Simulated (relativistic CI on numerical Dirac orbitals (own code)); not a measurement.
# Slater and spin-orbit integrals, Ga²¹⁺

Calculated at this level of theory: Dirac-Coulomb-Breit CI, separate exchange-only KLI orbitals for each configuration, QED by a radiative potential, unscaled Slater integrals (own radial code, finite nucleus).

Slater integrals F^k, G^k are unscaled and averaged over j, outside the closed core 1s2; ζ comes from projecting the Hamiltonian with its Breit term on Σ l·s of the shell.

- 2s2.2p5.3s: ζ(2p) = 151030, G^1(2p,3s) = 50578 cm⁻¹; <r>(2p) = 0.1838, <r^2>(2p) = 0.04109, <r>(3s) = 0.5213, <r^2>(3s) = 0.3087 (bohr units).
- 2s2.2p5.3p: ζ(2p) = 150920, F^2(2p,3p) = 129830, G^0(2p,3p) = 51707, G^2(2p,3p) = 56607, ζ(3p) = 35960 cm⁻¹; <r>(2p) = 0.184, <r^2>(2p) = 0.04118, <r>(3p) = 0.5069, <r^2>(3p) = 0.2958 (bohr units).
- 2s2.2p5.3d: ζ(2p) = 151160, F^2(2p,3d) = 167550, G^1(2p,3d) = 154910, G^3(2p,3d) = 89371, ζ(3d) = 4004.9 cm⁻¹; <r>(2p) = 0.184, <r^2>(2p) = 0.0412, <r>(3d) = 0.4503, <r^2>(3d) = 0.2338 (bohr units).

Averages of the first 10 configurations, taken without configuration mixing, which lowers the lowest level and can move excited configurations by several eV; other configurations of the list can lie among them:

| Configuration | Parity | States | Average energy above the lowest level (eV) |
| --- | --- | --- | --- |
| 2s2.2p6 | even | 1 | 0.0 |
| 2s2.2p5.3s | odd | 12 | 1151.3 |
| 2s2.2p5.3p | even | 36 | 1199.2 |
| 2s2.2p5.3d | odd | 60 | 1258.3 |
| 2s.2p6.3s | even | 4 | 1324.4 |
| 2s.2p6.3p | odd | 12 | 1370.6 |
| 2s.2p6.3d | even | 20 | 1429.4 |
| 2s2.2p5.4s | odd | 12 | 1551.7 |
| 2s2.2p5.4p | even | 36 | 1571.1 |
| 2s2.2p5.4d | odd | 60 | 1593.3 |
